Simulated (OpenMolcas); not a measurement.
An OpenMolcas run meant for Co VI (ANO-RCC-VDZ, DKH4; inactive shells 1s 2s 2p 3s 3p; intended active space 4 electrons in 5 orbitals (3d)). One step of its input:

```
&RASSCF
FileOrb=start.orb
Symmetry=2
Spin=5
nActEl=4 0 0
Inactive=3 6
Ras2=5 0
CIRoot=5 5 1
SDav=5
CIMx=300
Iter=68 100
PrWF=0.3
OrbListing=Nothing
MaxOrb=0
Atom
>>> COPY $Project.JobIph JOB001
```

Lines from the output:

```
...
      Number of secondary orbitals              13
      Spin quantum number                      2.0
      State symmetry                             2
Orbital specifications:
      -----------------------

      Symmetry species                           1   2
                                                ag  au
      Frozen orbitals                            0   0
      Inactive orbitals                          3   6
      Active orbitals                            5   0
      RAS1 orbitals                              0   0
      RAS2 orbitals                              5   0
      RAS3 orbitals                              0   0
      Secondary orbitals                         7   6
      Deleted orbitals                           0   0
      Number of basis functions                 15  12
      Number of CSFs                             0
      Number of root(s) required                 5
 ************ ERROR ***********
  You can't ask for more roots
  than there are configurations
 ******************************
--- Stop Module: rasscf at  /rc=_RC_INPUT_ERROR_ ---
.####################.
.# User input error #.
.####################.
```

Q: What is wrong with the input?

A: The state symmetry names the wrong parity for these configurations.
